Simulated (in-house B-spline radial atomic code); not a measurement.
**Binding energies in Xe⁺**

NIST's tabulated ground configuration is [Kr] 4d10 5s2 5p5; each binding energy is the energy of the ion with one electron taken from that subshell, relaxed, less that of the parent. Computed with a B-spline radial code for spherical atoms: Dirac-Kohn-Sham PBE, spherical fractional occupations, Fermi nucleus of rms radius 4.7859 fm. Energies include first-order Breit, QED and recoil terms.

```
subshell  X-ray name  binding energy (eV)  -ε (eV)  relaxation (eV)
      1s           K              34616.4  34354.4           -371.0
      2s          L1                 5407   5353.3            -66.5
   2p1/2          L2               5101.1   5030.2            -83.2
   2p3/2          L3               4774.6   4705.6            -77.4
      3s          M1               1123.6   1103.0            -22.8
   3p1/2          M2                990.4    968.7            -23.6
   3p3/2          M3                928.6    907.1            -22.7
   3d3/2          M4                695.7    670.7            -25.5
   3d5/2          M5                682.6    657.7            -25.1
      4s          N1                217.4    207.3            -10.5
   4p1/2          N2                169.7    159.7            -10.2
   4p3/2          N3                157.3    147.4             -9.9
   4d3/2          N4                 79.7    70.53            -9.16
   4d5/2          N5                77.68    68.54            -9.08
      5s          O1                34.42    29.05            -5.41
      5p        O2,3                21.78    17.04            -4.75
```

Relaxation = -ε minus the binding energy without Breit, QED and recoil terms. With a density functional, K lines can miss by some tenths of a per cent, more in light atoms. For a density functional the relaxation so defined is negative, because -ε of a Kohn-Sham level is smaller than the binding energy.

Emission lines follow as differences of binding energies, with λ = 12398.42 eV·Å / E:

```
 line          holes  energy (eV)  wavelength (Å)
 K-L3     1s → 2p3/2      29841.8         0.41547
 K-L2     1s → 2p1/2      29515.3         0.42007
 K-M3     1s → 3p3/2      33687.8         0.36804
L3-M5  2p3/2 → 3d5/2       4092.0          3.0299
L2-M4  2p1/2 → 3d3/2       4405.4          2.8144
L1-M3     2s → 3p3/2       4478.4          2.7685
L3-M1     2p3/2 → 3s       3651.0          3.3959
L2-N4  2p1/2 → 4d3/2       5021.4          2.4691
```

Q: What screening constant σ does Moseley's law, E = (3/4)·13.6057 eV·(Z - σ)², need for K-L3?

A: σ = -0.08.

Moseley's non-relativistic formula needs a falling, then negative, screening constant for heavy elements, because relativity binds the 1s electron more strongly than the formula allows.

Q: What does it cost to remove both a 3d5/2 and a 4d3/2 electron?

A: 785.36 eV, which is 23.05 eV more than the two single binding energies together.

Q: What does it cost to remove both a 2p1/2 and a 4d3/2 electron?

A: 5204.7 eV, which is 23.81 eV more than the two single binding energies together.

Q: What does it cost to remove both a 3s and a 3p3/2 electron?

A: 2098.9 eV, which is 46.72 eV more than the two single binding energies together.
